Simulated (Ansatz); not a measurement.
# What each rung costs, and what it gives

The pair of Ag⁺ (SMILES [Ag+], atom 1) and SiH3Cl (SMILES [SiH3]Cl, atoms 2–6), both closed shells, in one local arrangement (a lower one may exist), relaxed at PBE0-D4/def2-TZVP:

Ag1  (-0.276, -0.543, -2.996)
Si2  (0.206, 0.117, 0.762)
Cl3  (-1.250, 0.032, -0.823)
H4  (1.201, 1.099, 0.296)
H5  (0.730, -1.258, 0.856)
H6  (-0.611, 0.553, 1.906)
(Å)

Interaction energies are counterpoise-corrected; the time is that of the whole pair.

Ansatz 0.2.0; basis: as named in each row; cores frozen in the correlated methods. Filled d shells of the heavier atoms are correlated. Core potentials replace the inner electrons of the atoms past krypton. B3LYP uses VWN-RPA correlation. Extrapolation: Hartree–Fock as exp(−7.88 √X), correlation as X^−2.97.

Times are rough, for one single point on 4 threads of a shared host (Intel Xeon Platinum 8259CL).

The estimate by CCSD(T) at an estimated basis limit (MP2 extrapolated from triple and quadruple zeta, plus CCSD(T) − MP2 in triple zeta) is -1.298 eV.

```json
{"method": "SPW92", "basis": "def2-SVP", "time (s)": "under 1", "interaction energy (eV)": "-1.918", "method less estimate": "-0.620"}
{"method": "PBE-D4", "basis": "def2-SVP", "time (s)": "under 1", "interaction energy (eV)": "-1.504", "method less estimate": "-0.205"}
{"method": "PBE0-D4", "basis": "def2-SVP", "time (s)": "under 1", "interaction energy (eV)": "-1.334", "method less estimate": "-0.036"}
{"method": "PBE-D4", "basis": "def2-TZVPPD", "time (s)": "2", "interaction energy (eV)": "-1.504", "method less estimate": "-0.206"}
{"method": "revPBE-D4", "basis": "def2-TZVPPD", "time (s)": "2", "interaction energy (eV)": "-1.354", "method less estimate": "-0.056"}
{"method": "BLYP-D4", "basis": "def2-TZVPPD", "time (s)": "2", "interaction energy (eV)": "-1.478", "method less estimate": "-0.179"}
{"method": "CCSD(T)", "basis": "def2-SVP", "time (s)": "2", "interaction energy (eV)": "-1.018", "method less estimate": "0.280"}
{"method": "PBE0-D4", "basis": "def2-TZVPPD", "time (s)": "2", "interaction energy (eV)": "-1.339", "method less estimate": "-0.041"}
{"method": "B3LYP-D4", "basis": "def2-TZVPPD", "time (s)": "2", "interaction energy (eV)": "-1.367", "method less estimate": "-0.069"}
{"method": "HSE06-D4", "basis": "def2-TZVPPD", "time (s)": "2", "interaction energy (eV)": "-1.339", "method less estimate": "-0.040"}
{"method": "r2SCAN-D4", "basis": "def2-TZVPPD", "time (s)": "2", "interaction energy (eV)": "-1.467", "method less estimate": "-0.168"}
{"method": "wB97M-V", "basis": "def2-SVP", "time (s)": "4", "interaction energy (eV)": "-1.258", "method less estimate": "0.040"}
{"method": "B2PLYP", "basis": "def2-TZVPPD", "time (s)": "4", "interaction energy (eV)": "-1.232", "method less estimate": "0.066"}
{"method": "B97M-V", "basis": "def2-TZVPPD", "time (s)": "6", "interaction energy (eV)": "-1.345", "method less estimate": "-0.047"}
{"method": "wB97X-V", "basis": "def2-TZVPPD", "time (s)": "6", "interaction energy (eV)": "-1.246", "method less estimate": "0.052"}
{"method": "wB97M-V", "basis": "def2-TZVPPD", "time (s)": "6", "interaction energy (eV)": "-1.240", "method less estimate": "0.058"}
{"method": "MP2", "basis": "def2-QZVPPD", "time (s)": "8", "interaction energy (eV)": "-1.307", "method less estimate": "-0.009"}
{"method": "CCSD(T)", "basis": "def2-TZVPPD", "time (s)": "46", "interaction energy (eV)": "-1.109", "method less estimate": "0.189"}
```

T1 diagnostic: at most 0.012.
